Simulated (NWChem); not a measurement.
CH7FN2Si; SMILES F[Si@@H](N)CN

```xyz
12

N      0.0729     2.3183    -0.0836
C      0.7496     1.0873     0.3885
Si     0.0116    -0.5032    -0.3087
N     -1.6213    -0.6297     0.2297
F      0.9503    -1.7577     0.1338
H      0.1842     2.4015    -1.0937
H     -0.9305     2.2288     0.0746
H      1.8159     1.1640     0.1427
H      0.7103     1.0754     1.4868
H     -0.0456    -0.5009    -1.7934
H     -2.2734    -1.2202    -0.2730
H     -1.8342    -0.6283     1.2211
```
Atoms are numbered in this order, from 1.

Computed with NWChem. Pople sets run with spherical d functions. Coordinates come from a B3LYP/6-31G* (spherical d) optimisation. Total energies compare along this basis series because the functional is fixed.

```json
[
 {"level": "PBE0/STO-3G", "basis functions": "36", "energy (Ha)": "-534.0772", "highest occupied level (eV)": "…", "orbital gap (eV)": "…", "dipole (D)": "…"},
 {"level": "PBE0/3-21G", "basis functions": "63", "energy (Ha)": "-537.9301", "highest occupied level (eV)": "-5.90", "orbital gap (eV)": "8.08", "dipole (D)": "2.25"},
 {"level": "PBE0/6-31G*", "basis functions": "88", "energy (Ha)": "-540.8191", "highest occupied level (eV)": "-6.35", "orbital gap (eV)": "8.00", "dipole (D)": "2.07"},
 {"level": "PBE0/6-31+G*", "basis functions": "108", "energy (Ha)": "-540.8375", "highest occupied level (eV)": "-6.70", "orbital gap (eV)": "6.63", "dipole (D)": "2.03"},
 {"level": "PBE0/6-311G**", "basis functions": "140", "energy (Ha)": "-540.9308", "highest occupied level (eV)": "-6.57", "orbital gap (eV)": "7.50", "dipole (D)": "2.07"},
 {"level": "PBE0/6-311++G**", "basis functions": "167", "energy (Ha)": "-540.9401", "highest occupied level (eV)": "-6.78", "orbital gap (eV)": "6.51", "dipole (D)": "1.99"}
]
```

**Question.** Some entries are withheld; supply them.

**Answer.** 
- PBE0/STO-3G, highest occupied level (eV): -3.33
- PBE0/STO-3G, orbital gap (eV): 10.92
- PBE0/STO-3G, dipole (D): 1.84
